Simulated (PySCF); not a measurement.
Two species compared at the same levels of theory.

First species: indolizine, C₈H₇N.
SMILES: `c1ccn2cccc2c1`

Second species: C5H9N.
Structure used (GFN2-xTB), in Å, numbered top down from 1:
```
atom  x, y, z in Å
C1     2.559    0.234   -0.577
N2     1.514   -0.003    0.067
C3     0.238    0.107   -0.551
C4    -0.668   -1.126   -0.343
C5    -1.791   -0.209    0.159
C6    -0.780    0.942    0.255
H7     3.511    0.139   -0.074
H8     2.582    0.534   -1.633
H9     0.302    0.414   -1.608
H10   -0.877   -1.712   -1.235
H11   -0.269   -1.774    0.434
H12   -2.268   -0.503    1.091
H13   -2.558   -0.034   -0.593
H14   -1.073    1.890   -0.189
H15   -0.427    1.109    1.270
```

Levels: CAM-B3LYP/def2-SVPD for dipole moment, HOMO energy, LUMO energy, HOMO–LUMO gap, static isotropic polarisability and electronic spatial extent ⟨r²⟩ about the centre of nuclear charge; TDDFT CAM-B3LYP/def2-SVPD for lowest singlet excitation; TDA CAM-B3LYP/def2-SVPD for lowest triplet excitation (Tamm–Dancoff); GFN2-xTB for rotational constant A and rotational constant C. Geometries: GFN2-xTB. Each species is one conformer at its optimised geometry, gas phase, non-relativistic unless stated. Electronic properties by PySCF.

The conformers computed, where there is a choice (atom-mapped SMILES and torsion angles):
- `[CH2:1]=[N:2][CH:3]1[CH2:4][CH2:5][CH2:6]1`: C1–N2–C3–C4 130°

(1) Which has the higher T1 energy?

(2) Which has the higher ⟨r²⟩?

(3) Which has the higher rotational constant A?

(4) Which of the two has the higher static isotropic polarisability, and by how much?

(5) Which of the two has the higher HOMO–LUMO gap, and by how much?

(6) Which of the two has the higher S1 energy, and by how much?

(7) Which has the higher dipole moment?

(8) Which has the higher LUMO energy?

## Answers

(1) The second: 4.12 eV against 2.83 eV, a difference of 1.29 eV.

(2) The first: 979 bohr² against 627 bohr², a difference of 352 bohr².

(3) The second: 9.638 GHz against 4.015 GHz, a difference of 5.623 GHz.

(4) The first: 99.1 au against 66.5 au, a difference of 32.6 au.

(5) The second: 9.53 eV against 6.88 eV, a difference of 2.65 eV.

(6) The second: 4.92 eV against 3.94 eV, a difference of 0.98 eV.

(7) The second: 1.37 D against 1.18 D, a difference of 0.19 D.

(8) The second: 0.90 eV against 0.27 eV, a difference of 0.63 eV.

On the first: No computed singlet falls in the visible range (750 to 380 nm, 1.65 to 3.26 eV); S1 lies 0.68 eV above its blue end. The polarisability is 14.69 Å³ as a volume (1 au = 0.148185 Å³), or 1.60 au for each of the 62 electrons.

On the second: The dipole equals about 4.6 × 10⁻³⁰ C·m (1 D = 3.33564 × 10⁻³⁰ C·m). The polarisability is 9.85 Å³ as a volume (1 au = 0.148185 Å³), or 1.45 au for each of the 46 electrons.
